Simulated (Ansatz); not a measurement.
`F[CH2][SnH3]` + HBr → `[Br][SnH3]` + fluoromethane  (ligand exchange at the Sn–C bond)

Program: Ansatz. Geometries: PBE0-D4/def2-TZVP. ΔE: electronic, gas phase. CCSD(T)/CBS is the MP2 limit (def2-TZVPP, def2-QZVPP) plus CCSD(T) − MP2 in def2-TZVPP, frozen cores. This one scheme is used for every species. DFT in def2-TZVPP. B3LYP here is the variant with VWN-RPA as its local correlation; programs differ in this. HSE06 is defined as in plane-wave codes. Elements past krypton have def2 core potentials. For Br, Sn outer-core shells are correlated without core-valence functions, which leaves a few kJ/mol of doubt a bond. Scalar relativity is left out up to krypton.

| level | ΔE (kJ/mol) |
| --- | --- |
| LDA (SPW92) | -126.9 |
| B97M-V | -145.5 |
| HSE06-D4 | -144.1 |
| CAM-B3LYP-D4 | -142.2 |
| ωB97M-V | -142.0 |
| PBE0 | -144.6 |
| B3LYP | -145.1 |
| r2SCANh | -146.4 |

Q: What does CCSD(T)/CBS give? (An estimate is asked.)

A: The calculation gave: -144.4 kJ/mol. The listed levels differ from it by 17.5, -1.1, 0.3, 2.2, 2.4, -0.2, -0.7, -2.0 kJ/mol.

Q: What do rigid-rotor, harmonic-oscillator terms from PBE0-D4/def2-TZVP frequencies (298.15 K, 1 bar) make of the CCSD(T)/CBS value? (Best estimate.)

A: The calculation gave: ΔZPE = +13.2 kJ/mol, ΔH = -133.3 kJ/mol, ΔS = -6 J/(mol·K), ΔG = -131.4 kJ/mol.

Largest T1 diagnostic among the species: 0.013.

In def2-TZVPP, CCSD(T) changes the Hartree–Fock value by +33.7 kJ/mol (the triples alone add +3.2 kJ/mol) and MP2 by +28.4 kJ/mol. Leaving LDA and LC-ωPBE aside and taking each functional with its dispersion term where it has one, the values, not all of them listed here, spread over 21.5 kJ/mol, from BHLYP-D4 to revPBE-D4. LDA lies +9.2 kJ/mol from PBE without D4.
